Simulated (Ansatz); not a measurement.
Computed with Ansatz on PBE0-D4/def2-TZVP structures; ΔE is electronic, products minus reactants. CCSD(T)/CBS is the MP2 limit (def2-TZVPP, def2-QZVPP) plus CCSD(T) − MP2 in def2-TZVPP, frozen cores. DFT in def2-TZVPP. B3LYP here is the variant with VWN-RPA as its local correlation; programs differ in this. For Br, K outer-core shells are correlated without core-valence functions, which leaves a few kJ/mol of doubt a bond. Scalar relativity is left out up to krypton. One conformer a species, not always the lowest.

`SB(Cl)Br` + `C[O][K]` → `COB(S)Br` + `[Cl][K]`  (redistribution)

Q: Is it downhill or uphill in electronic energy at CCSD(T)/CBS, and by how much? (An estimate is asked.)

A: The calculation gave: Downhill: ΔE = -2.06 eV.

Q: What do these levels give: B97M-V, B3LYP-D4, B2PLYP, PBE, B3LYP, r2SCAN0, CAM-B3LYP, LC-ωPBE, MP2/def2-SVP, MP2/def2-TZVPP, CCSD/def2-TZVPP, SCS-MP2/def2-QZVPP? (An estimate is asked.)

A: Computed: B97M-V -2.06, B3LYP-D4 -2.04, B2PLYP -2.05, PBE -1.85, B3LYP -2.04, r2SCAN0 -2.13, CAM-B3LYP -2.12, LC-ωPBE -2.08, MP2/def2-SVP -1.90, MP2/def2-TZVPP -2.03, CCSD/def2-TZVPP -2.14, SCS-MP2/def2-QZVPP -2.05 eV.

Largest T1 diagnostic among the species: 0.012.

From PBE to PBE0 (25 % exact exchange), in def2-TZVPP and without D4, ΔE moves by −0.17 eV. At CCSD(T), def2-SVP lies +0.17 eV from the extrapolated value and def2-TZVPP −0.02 eV. In def2-TZVPP, CCSD(T) changes the Hartree–Fock value by +0.41 eV (the triples alone add +0.06 eV) and MP2 by +0.47 eV.
